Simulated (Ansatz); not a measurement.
Basis-set series for Al₃H₃OS (`[OH][AlH][Al]1[AlH][S]1`). The species carries charge 0 and has multiplicity 1. All single points use the PBE0-D4/def2-TZVP geometry. It is one conformer, not always the lowest.

```xyz
8

O    -0.600   -1.217   -2.735
Al   -0.782   -1.521   -1.074
Al   -0.067    0.267    0.654
Al    0.445    1.988    2.262
S     2.000    0.680    1.399
H    -0.196   -0.432   -3.101
H    -1.447   -2.915   -0.721
H     0.648    3.151    3.316
```

```json
{"functional": "PBE0-D4", "basis": "def2-TZVPP", "functions": "241", "energy (Eh)": "-1202.12541", "HOMO (eV)": "-5.86", "LUMO (eV)": "-2.33"}
{"functional": "PBE0-D4", "basis": "def2-QZVPP", "functions": "427", "energy (Eh)": "-1202.16359", "HOMO (eV)": "-5.88", "LUMO (eV)": "-2.36"}
{"functional": "ωB97M-V", "basis": "def2-TZVPP", "functions": "241", "energy (Eh)": "-1202.58242", "HOMO (eV)": "-7.59", "LUMO (eV)": "-0.62"}
{"functional": "ωB97M-V", "basis": "def2-QZVPP", "functions": "427", "energy (Eh)": "-1202.61965", "HOMO (eV)": "-7.62", "LUMO (eV)": "-0.72"}
```

Question: Give the rows for def2-SVP. (An estimate is asked.)

Answer: Computed: 
```csv
functional,basis,functions,energy (Eh),HOMO (eV),LUMO (eV)
PBE0-D4,def2-SVP,101,-1201.63501,-5.88,-2.27
ωB97M-V,def2-SVP,101,-1202.09301,-7.56,-0.47
```
